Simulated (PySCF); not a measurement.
How methods differ on the electron affinity of Br

Br⁻ [Kr] (1S) → Br [Ar] 3d10 4s2 4p5 (2P), as a difference of total energies. Computed with PySCF 2.14 in aug-cc-pV5Z-PP with ECP10MDF, with scalar relativity through the core potential. Correlated levels: valence: 3s2 3p6 3d10 frozen. The calculations carry no spin-orbit coupling.

```json
{"method": "UHF", "electron affinity (eV)": "2.335", "difference from reference (eV)": "-1.029"}
{"method": "LDA", "electron affinity (eV)": "3.712", "difference from reference (eV)": "+0.348"}
{"method": "PBE", "electron affinity (eV)": "3.439", "difference from reference (eV)": "+0.075"}
{"method": "PBE0", "electron affinity (eV)": "3.392", "difference from reference (eV)": "+0.028"}
{"method": "r2SCAN", "electron affinity (eV)": "3.449", "difference from reference (eV)": "+0.085"}
{"method": "BHandHLYP", "electron affinity (eV)": "3.285", "difference from reference (eV)": "-0.079"}
{"method": "M06-2X", "electron affinity (eV)": "3.344", "difference from reference (eV)": "-0.020"}
{"method": "B97-3", "electron affinity (eV)": "3.379", "difference from reference (eV)": "+0.015"}
{"method": "MP2 (valence)", "electron affinity (eV)": "3.530", "difference from reference (eV)": "+0.166"}
{"method": "SCS-MP2 (valence)", "electron affinity (eV)": "3.468", "difference from reference (eV)": "+0.104"}
```

Reference: 3.364 eV (measured; photodetachment measurements, as compiled on the Wikipedia data page of electron affinities).

The reference lies between the lowest fine-structure levels, while these numbers refer to the centres of the terms.

In the anion the highest occupied orbital energy is positive at PBE, a self-interaction effect; the basis confines that electron, and the energy difference can still be sensible.
